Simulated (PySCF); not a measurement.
# Substituent effects on chemical shifts

Parent skeleton `[SiH3:1][SiH2:2][SiH3:3]`; one hydrogen on atom 1 is replaced by X. Hydrogens on one atom are averaged.

[PySCF 2.14: geometry: GFN2-xTB; GIAO PBE0/pcSseg-1 shieldings; fast rotation and ring inversion assumed for equivalent nuclei; in vacuum; relativity neglected; single conformer]

References, each an isolated molecule treated in the same way: 29Si (σref 349.16) and 1H (σref 31.72) against TMS.

Parent (X = H): Si1 -116.0, Si2 -132.5, Si3 -116.0, H(Si1) 3.52, H(Si2) 3.40, H(Si3) 3.52 ppm. Effects are Δδ = δ(X) − δ(H), positive for deshielding.

Problem. Give Δδ (ppm) for X = OCH3, NHCH3, CN.

Solution. 
| X | SMILES | Si1 | Si2 | Si3 | H(Si1) | H(Si2) | H(Si3) |
| --- | --- | --- | --- | --- | --- | --- | --- |
| OCH3 | CO[SiH2][SiH2][SiH3] | +94.5 | +5.1 | -6.1 | +1.73 | +0.12 | -0.20 |
| NHCH3 | CN[SiH2][SiH2][SiH3] | +68.7 | -2.2 | -2.0 | +1.51 | +0.10 | -0.04 |
| CN | N#C[SiH2][SiH2][SiH3] | +14.8 | +5.1 | +0.0 | +0.83 | +0.11 | +0.20 |

Problem. Which position responds most, and to which substituents?

Solution. Si1: from +14.8 ppm with CN to +94.5 ppm with OCH3.
